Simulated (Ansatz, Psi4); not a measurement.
Conformational energy of SMILES C=Cc1cccc(C#N)c1 (C9H7N). Scanned: dihedral C1–C2–C3–C4; all other coordinates were relaxed at B3LYP-D3(BJ)/def2-SVP. Points at φ and −φ are mirror images. Heavy atoms are numbered in the order of the SMILES C=Cc1cccc(C#N)c1, hydrogens after them in the order of the atoms that carry them; the mirror image has the same energies with the sign of each dihedral reversed.

- B3LYP/def2-TZVP // B3LYP-D3(BJ)/def2-SVP (Psi4)
- PBE/def2-TZVP // B3LYP-D3(BJ)/def2-SVP (Psi4)
- wB97X-D/def2-TZVP // B3LYP-D3(BJ)/def2-SVP (Psi4)
- CCSD(T)/cc-pVDZ = CCSD(T) on RHF/cc-pVDZ, frozen core // B3LYP-D3(BJ)/def2-SVP in Ansatz (an electronic-structure program)

Cost and agreement with CCSD(T)/cc-pVDZ over the 12 points of the scan, with CCSD(T)/cc-pVDZ as yardstick. Costs are rough ratios of core time within Psi4 on shared cores, each with its mean field (Kohn-Sham runs search longer for lower solutions than correlated ones do); the miss is the largest difference from CCSD(T) of the profile after the mean shift, in kcal/mol.

**Question.** Which is the cheapest of these levels that stays within 0.31 kcal/mol of CCSD(T)/cc-pVDZ?

**Answer.** wB97X-D/def2-TZVP.

```
level              relative cost  largest difference
-----------------  -------------  ------------------
B3LYP/def2-TZVP                1                 0.5
PBE/def2-TZVP                  1                 0.6
wB97X-D/def2-TZVP              2                 0.2
```

Costs within a factor of two of each other count as equal.
